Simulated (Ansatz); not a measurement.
Reaction (ligand exchange at a P–S bond): `PS` + `O[AsH2]` → `PO[AsH2]` + H₂S

Program: Ansatz. Geometries: PBE0-D4/def2-TZVP. ΔE: electronic, gas phase. CCSD(T)/CBS is the MP2 limit (def2-TZVPP, def2-QZVPP) plus CCSD(T) − MP2 in def2-TZVPP, frozen cores. This one scheme is used for every species. DFT in def2-TZVPP. B3LYP here is the variant with VWN-RPA as its local correlation; programs differ in this. For As outer-core shells are correlated without core-valence functions, which leaves a few kJ/mol of doubt a bond. Scalar relativity is left out up to krypton. One conformer a species, not always the lowest.

```
             level  ΔE (kcal/mol)
          B3LYP-D4            4.1
        r2SCAN0-D4            6.1
RPA@PBE/def2-TZVPP            2.7
      MP2/def2-SVP            2.9
SCS-MP2/def2-TZVPP            3.3
   CCSD/def2-TZVPP            3.6
SCS-MP2/def2-QZVPP            3.6
    CCSD/CBS(def2)            4.3
```

What does CCSD(T)/CBS give? (An estimate is asked.)

Computed: +4.6 kcal/mol. The listed levels differ from it by -0.5, 1.5, -1.9, -1.7, -1.3, -1.0, -1.0, -0.3 kcal/mol.

Largest T1 diagnostic among the species: 0.013.

From BLYP to BHLYP (50 % exact exchange), in def2-TZVPP and without D4, ΔE moves by −1.2 kcal/mol. In def2-TZVPP, CCSD(T) changes the Hartree–Fock value by +1.7 kcal/mol (the triples alone add +0.3 kcal/mol) and MP2 by +2.2 kcal/mol.
